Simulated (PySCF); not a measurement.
## Frontier orbitals and the lowest excitations

Compound: (OH)2Al-NH-SiH3.
Structure used (PBE0-D3(BJ)/def2-SVP), in Å, numbered top down from 1:
```
atom  x, y, z in Å
Al1   -1.0518    0.6880    0.0570
O2    -0.8511    1.1795    1.6679
O3    -2.4031    1.2106   -0.8259
N4     0.1055   -0.3723   -0.7888
Si5    1.5747   -1.0702   -0.1909
H6    -0.1332    0.9343    2.2520
H7    -3.0925    1.7677   -0.4631
H8    -0.1266   -0.6036   -1.7528
H9     1.6984   -0.6532    1.2424
H10    1.5803   -2.5670   -0.2495
H11    2.7976   -0.5992   -0.9175
```

Computed, not measured: TDDFT CAM-B3LYP/def2-SVPD, vertical, gas phase, core orbitals frozen in the response (PySCF).

Kohn–Sham orbitals with the atoms that hold most of them (Löwdin shares over 4%, at most four atoms; ? is withheld):

| orbital | ε (eV) | atoms |
| --- | --- | --- |
| LUMO+2 | 1.58 | Si5 24%, Al1 12%, H9 10%, H10 10% |
| LUMO+1 | 1.25 | Si5 34%, O3 12%, Al1 10%, O2 10% |
| LUMO | -0.09 | Al1 60%, O3 8%, Si5 7%, O2 7% |
| HOMO | -9.07 | ? |
| HOMO-1 | -10.65 | ? |
| HOMO-2 | -10.91 | Si5 36%, H9 28%, N4 11%, H10 10% |
| HOMO-3 | -11.16 | O2 37%, O3 31%, Si5 8%, Al1 7% |

(1) Give the leading atoms of the HOMO-1.

(2) Give the leading atoms of the HOMO.

(3) How does S1 compare with the orbital gap of 8.98 eV?

(4) Give energy, strength and leading configuration of S1 and S2, and follow the Löwdin shares of the leading atoms from the occupied to the empty orbital.

Answers

(1) O3 (bonded to Al and H) 47%; O2 (bonded to Al and H) 39%; Al1 (bonded to N and 2 O) 7%. By element: oxygen 87%, aluminium 7%.

(2) N4 (bonded to Al, Si and H) 56%; Si5 (bonded to N and 3 H) 15%; H11 (bonded to Si) 8%; H10 (bonded to Si) 7%. By element: nitrogen 56%, silicon 15%, hydrogen 14% or more.

(3) S1 is at 5.90 eV (f = 0.0098), 3.07 eV below the gap, made of HOMO→LUMO (88%). 

(4) 
- S1 (5.90 eV, f 0.0098), HOMO→LUMO (88%): N4 56% → at most 8%, Si5 15% → 7%, Al1 at most 7% → 60%, O3 at most 7% → 8%
- S2 (7.17 eV, f 0.0002), HOMO-1→LUMO (84%): O3 47% → 8%, O2 39% → 7%, Al1 7% → 60%

One conformer stands for the species.
